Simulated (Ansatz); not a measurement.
One change: `C[CH2][Al]([OH])[OH]` becomes `C[CH2][Al]([NH2])[OH]`.

Ansatz, PBE0-D4/def2-TZVP geometries, multiplicity 1. Each molecule was computed in one conformer, which needn't be the lowest.

| property | `C[CH2][Al]([OH])[OH]` |
| --- | --- |
| zero-point energy (PBE0-D4/def2-TZVP) / kJ/mol | 242.2 |
| HOMO energy (B3LYP/def2-TZVPP) / eV | -7.58 |
| size of the dipole moment (PBE/def2-TZVPP) / D | 1.34 |
| ideal-gas entropy at 298 K and 1 bar (rigid rotor, harmonic PBE0-D4/def2-TZVP) / J/(mol·K) | 368 |
| LUMO energy (PBE0/def2-TZVPP) / eV | -0.06 |
| HOMO energy (PBE0/def2-TZVPP) / eV | -7.78 |

Question: What does the change do to each property? (An estimate is asked.)

Answer: Computed: 
| property | `C[CH2][Al]([NH2])[OH]` | shift |
| --- | --- | --- |
| zero-point energy (PBE0-D4/def2-TZVP) / kJ/mol | 273.1 | 30.9 |
| HOMO energy (B3LYP/def2-TZVPP) / eV | -7.02 | 0.56 |
| size of the dipole moment (PBE/def2-TZVPP) / D | 1.67 | 0.33 |
| ideal-gas entropy at 298 K and 1 bar (rigid rotor, harmonic PBE0-D4/def2-TZVP) / J/(mol·K) | 371 | 3 |
| LUMO energy (PBE0/def2-TZVPP) / eV | 0.12 | 0.18 |
| HOMO energy (PBE0/def2-TZVPP) / eV | -7.26 | 0.52 |

With PBE0 the HOMO rises by 0.52 eV and the LUMO rises by 0.18 eV, so the gap narrows by about 0.34 eV. PBE moves the HOMO by 0.63 eV and ωB97M-V by 0.35 eV. The zero-point energy changes by 30.9 kJ/mol with +3 modes. Dipoles are sizes alone; their direction can turn. Modes under 60 cm⁻¹, often nearly free rotors, make the harmonic entropy too high.

B3LYP here is the variant with VWN-RPA as its local correlation; programs differ in this.
